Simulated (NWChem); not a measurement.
System: CH6BN; SMILES CBN

Here is an NWChem input.

```
start job
memory heap 200 mb stack 900 mb global 1100 mb
geometry units angstroms
  B     -0.388068    -0.151737     0.335159
  H     -1.206987    -0.506847     1.097848
  C      1.141243    -0.512316     0.537035
  H      1.285605    -1.590968     0.568070
  H      1.508533    -0.130119     1.487972
  H      1.785297    -0.117432    -0.246136
  N     -0.786161     0.595868    -0.755897
  H     -1.738716     0.859716    -0.943803
  H     -0.145743     0.937563    -1.453947
end
basis spherical
  * library def2-svp
end
dft
  xc pbe0
  iterations 150
end
driver
  maxiter 120
end
task dft optimize
task dft freq
```

The level has its own optimisation; frequencies are unscaled.

Predict the main results of this run. (PBE0/def2-SVP.) Quantities: r B–H (Å); r B–C (Å); r B–N (Å); r C–H (Å); highest harmonic frequency (cm⁻¹); lowest (cm⁻¹); zero-point energy (kcal/mol); dipole (D).


| Quantity | Value |
|---|---|
| r B–H (Å) | 1.216 |
| r B–C (Å) | 1.574 |
| r B–N (Å) | 1.394 |
| r C–H (Å) | 1.103 |
| highest harmonic frequency (cm⁻¹) | 3731 |
| lowest (cm⁻¹) | 147 |
| zero-point energy (kcal/mol) | 48.1 |
| dipole (D) | 1.78 |
